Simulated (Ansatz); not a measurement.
Reaction (atomization): `[CH3][GeH]1[CH2][CH2]1` → 3 C• + Ge• + 8 H•

Program: Ansatz. Geometries: PBE0-D4/def2-TZVP. ΔE: electronic, gas phase. CCSD(T)/CBS adds triple-zeta CCSD(T) − MP2 to the extrapolated MP2 energy (def2 sets, frozen cores). This one scheme is used for every species, atoms too. Functionals use def2-TZVPP. B3LYP here is the variant with VWN-RPA as its local correlation; programs differ in this. Open shells (•) are unrestricted, without spin–orbit coupling. Spin–orbit coupling would lower the free atoms: a little for C; clearly for Ge. Bonds to Ge are less sure, by a few kJ/mol each and by 10 to 20 or more in all where they break to atoms, as the def2 sets lack core-valence functions. Scalar relativity is left out up to krypton.

What is ΔE at CCSD(T)/CBS? (Best estimate.)

Ansatz gave: +4340.9 kJ/mol.

What do these levels give: PBE-D4, B3LYP, SCS-MP2/def2-TZVPP, CCSD/def2-TZVPP, HF/def2-QZVPP, CCSD/CBS(def2)? (Best estimate.)

Ansatz gave: PBE-D4 4391.1, B3LYP 4283.2, SCS-MP2/def2-TZVPP 4272.1, CCSD/def2-TZVPP 4197.4, HF/def2-QZVPP 3214.1, CCSD/CBS(def2) 4284.5 kJ/mol.

Largest T1 diagnostic among the species: 0.010.

In def2-TZVPP, CCSD(T) changes the Hartree–Fock value by +1040.9 kJ/mol (the triples alone add +56.4 kJ/mol) and MP2 by +1070.4 kJ/mol; breaking electron pairs costs correlation energy, which Hartree–Fock lacks. From PBE to PBE0 (25 % exact exchange), in def2-TZVPP and without D4, ΔE moves by −40.3 kJ/mol: exact exchange takes away binding that semilocal exchange gives to molecules. The D4 term adds +33.9 kJ/mol with B3LYP and +17.8 kJ/mol with PBE0; it sums over pairs of atoms, weighted by their polarisabilities, and B3LYP, whose exchange is more repulsive, gets the larger term.

For atomizations the MP2-based limit and the directly extrapolated one differ by several kJ/mol either way, and by 10 to 25 for some Ge, Se and Sn compounds, so smaller differences from it don't rank the levels.
